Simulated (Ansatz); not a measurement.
A set of 12 reactions (redistribution), with CCSD(T)/CBS values in kJ/mol:

```json
{"reaction": "`[NH2][Zr]([OH])([OH])[F]` + `[F][In]([F])[SeH]` → `[OH][Zr]([OH])([F])[SeH]` + `[NH2][In]([F])[F]`", "ΔE": "53.9"}
{"reaction": "`[NH2][Zr]([OH])([OH])[F]` + `CC[SiH2]C` → `[CH3][Zr]([NH2])([OH])[F]` + `CC[SiH2]O`", "ΔE": "77.2"}
{"reaction": "`[NH2][Zr]([OH])([OH])[F]` + `C#[C][GeH2][NH2]` → `C#[C][Zr]([OH])([OH])[F]` + `[NH2][GeH2][NH2]`", "ΔE": "36.9"}
{"reaction": "`[CH3][SnH2][GeH3]` + `C#[C][GaH][Cl]` → `[Cl][GaH][GeH3]` + `C#[C][SnH2][CH3]`", "ΔE": "24.6"}
{"reaction": "`[NH2][Zr]([OH])([OH])[F]` + `C[O][GeH3]` → `C[O][Zr]([NH2])([OH])[F]` + `[OH][GeH3]`", "ΔE": "-7.2"}
{"reaction": "`[CH3][SnH2][GeH3]` + `CO[SiH2]SC` → `[CH3][SnH2][CH3]` + `CO[SiH2][S][GeH3]`", "ΔE": "-37.5"}
{"reaction": "`[NH2][Zr]([OH])([OH])[F]` + `N[SiH](F)Br` → `[NH2][Zr]([NH2])([OH])[OH]` + `F[SiH](F)Br`", "ΔE": "45.7"}
{"reaction": "`[CH3][SnH2][GeH3]` + `C/C=N\\[SiH3]` → `[SiH3]/N=[CH]\\[GeH3]` + `[CH3][SnH2][CH3]`", "ΔE": "66.2"}
{"reaction": "`[CH3][SnH2][GeH3]` + `O=CBCl` → `[CH3][SnH2][Cl]` + `O=C[BH][GeH3]`", "ΔE": "41.1"}
{"reaction": "`[CH3][SnH2][GeH3]` + `CB(C)C[SiH3]` → `C[B](C)[GeH3]` + `[CH3][SnH2][CH2][SiH3]`", "ΔE": "80.1"}
{"reaction": "`[NH2][Zr]([OH])([OH])[F]` + `IC1=C[SiH2]1` → `[OH][Zr]([OH])([F])[I]` + `NC1=C[SiH2]1`", "ΔE": "-95.9"}
{"reaction": "`[NH2][Zr]([OH])([OH])[F]` + `[SiH3]NCS` → `[OH][Zr]([OH])([F])[SH]` + `NCN[SiH3]`", "ΔE": "-25.5"}
```

Calculated with Ansatz (gas phase, PBE0-D4/def2-TZVP geometries, no zero-point term in ΔE). CCSD(T)/CBS adds triple-zeta CCSD(T) − MP2 to the extrapolated MP2 energy (def2 sets, frozen cores). Double bonds are as drawn, so ΔE can hold a change between cis and trans. Functionals use def2-TZVPP. B3LYP here is the variant with VWN-RPA as its local correlation; programs differ in this. def2 core potentials past Kr. For Br, Ga, Ge, I, In, Se, Sn, Zr outer-core shells are correlated without core-valence functions, which leaves a few kJ/mol of doubt a bond. Scalar relativity is left out up to krypton. One conformer a species, not always the lowest.

Task: Give the mean, mean absolute and largest difference (level minus CCSD(T)/CBS, kJ/mol) for: PBE-D4, r2SCAN-D4, PBE0-D4, B3LYP-D4, ωB97X-V, ωB97M-V, B2PLYP, PBE, MP2/def2-TZVPP, SCS-MP2/def2-TZVPP, CCSD/def2-TZVPP, HF/def2-QZVPP, HF/CBS(def2), MP2/CBS(def2). (Estimate.)

Result: Computed: 
| level | mean | mean absolute | largest |
| --- | --- | --- | --- |
| PBE-D4 | 1.5 | 5.4 | -12.2 |
| r2SCAN-D4 | 0.0 | 5.5 | -18.0 |
| PBE0-D4 | 1.2 | 6.3 | -21.9 |
| B3LYP-D4 | 2.3 | 4.2 | 8.7 |
| ωB97X-V | 0.9 | 4.5 | -15.4 |
| ωB97M-V | 1.3 | 4.1 | -13.1 |
| B2PLYP | 0.6 | 3.1 | -8.5 |
| PBE | 1.4 | 6.0 | -13.4 |
| MP2/def2-TZVPP | -1.4 | 3.3 | -7.9 |
| SCS-MP2/def2-TZVPP | -1.4 | 2.5 | -6.5 |
| CCSD/def2-TZVPP | -1.1 | 2.2 | 6.0 |
| HF/def2-QZVPP | -0.9 | 7.5 | -29.1 |
| HF/CBS(def2) | -0.9 | 7.5 | -29.1 |
| MP2/CBS(def2) | 0.6 | 1.9 | -4.0 |

The largest T1 diagnostic in the set is 0.018, for `O=C[BH][GeH3]` (customary mark 0.02).

CCSD(T)/CBS is a level of theory with its own doubt, and the functionals carry their triple-zeta basis error, so these figures describe this set and don't rank the functionals.
